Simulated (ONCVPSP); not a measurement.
# Potentials for P compared

Generated with ld1.x 7.5 (TM, RRKJ, ultrasoft, PAW), atompaw 4.2 or ONCVPSP 4.0.1. The cutoff is in Ry: for ld1.x and atompaw files where the sum of valence levels is converged to 10 mRy in a Bessel basis, for ONCV files where the hardest occupied wave has 1 mHa per electron of residual kinetic energy. The error is the largest all-electron minus pseudo excitation energy over each file’s own four to seven test configurations (ionisations up to +4, promotions, holes and added fractions of an electron), all of which were solved. The labels leave out finer settings (local radius, basis sizes, second energies), which also bear on the numbers. Spin-polarised tests are not counted. The rows are a selection from randomly drawn settings: files with unsolved tests, undetermined cutoffs or missed reference levels are left out.

```tsv
potential	cutoff (Ry)	largest error (meV)	bound ghosts
ONCV, LDA (Perdew-Wang 92), scalar-relativistic, rc 1.35/1.55/1.35 (spd), local s, core correction no, reference 3s2 3p2, qcut 5.2/4.2/6.6, projectors 0/2/2	21	+95	none
ONCV, PBE, non-relativistic, rc 1.50/1.70/1.50 (spd), local s, core correction yes, reference 3s2 3p2, qcut 5/4.7/5.6, projectors 0/1/3	21	+45	none
ONCV, PBE, scalar-relativistic, rc 1.60/1.85 (sp), local smoothed, core correction yes, reference 3s2 3p3, qcut 4.9/3.8, projectors 2/2	20	+31	none
ONCV, PBE, non-relativistic, rc 1.70/1.90/1.95 (spd), local smoothed, core correction yes, reference 3s2 3p3, qcut 4.2/3.4/5.1, projectors 2/2/2	19	+60	none
ONCV, PW91, scalar-relativistic, rc 1.65/1.85 (sp), local smoothed, core correction yes, reference 3s2 3p3, qcut 5.1/4.3, projectors 2/1	21	+34	none
```

(1) Fill in the row for P: ONCV, LDA (Perdew-Wang 92), scalar-relativistic, rc 1.00/0.50 (sp), local smoothed, core correction yes, reference 2s2 2p6 3s2, qcut 10.2/28, projectors 2/2.

## Answers

(1) cutoff 576 Ry, largest error +6.1 meV, bound ghosts: none.
